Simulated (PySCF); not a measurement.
Vertical excitations of a molecule C₅H₁₂Si from TDA-B3LYP/def2-SVPD run with PySCF 2.14.0, as energy in eV (oscillator strength): 6.73 (0.005), 6.86 (0.006), 6.96 (0.034), 7.22 (0.016), 7.28 (0.038), 7.36 (0.018). Lowest triplet (TDA): 6.41 eV. Coordinates come from a PBE0-D3(BJ)/def2-SVP optimisation. Other conformers were not sampled.

Problem. Which structure fits?
A) CC1(C[SiH3])CC1
B) C[C@H]1CC[Si@@H]1C
C) CCC1([SiH3])CC1
D) [SiH3]CC1CCC1

Solution. B, C[C@H]1CC[Si@@H]1C
